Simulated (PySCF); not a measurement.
# Exercise with solution: refractive index and permittivity of the vapour

C₄H₉NS, SMILES C/N=C(\C)SC.

Geometry optimised at B3LYP-D3(BJ)/def2-SVP. The structure was generated by enumeration; whether it is a known compound was not checked.

PBE/def2-TZVP run with PySCF gives a mean static polarisability of 81.1 bohr³ and a dipole moment of 0.98 D. Take an ideal gas at 298.15 K and 1 bar, whether or not the substance is that volatile.

Problem. Work out n − 1 in the optical limit and the static ε − 1.

Solution. 
Polarisability volume α' = 81.1 × 0.148185 = 12.02 Å³. Number density N = p/kT = 2.43e-5 Å⁻³.
Dilute limit of Lorentz–Lorenz: n − 1 = 2π N α' = 0.0018.
Orientation term of Debye: μ²/(3kT) = 8.098 Å³ × μ²(D²) = 7.78 Å³.
ε − 1 = 4π N (α' + μ²/3kT) = 0.0060. Orientation of the dipole supplies 39 % of the static response; it can't follow optical fields. Vibrational polarisation and dispersion are left out.
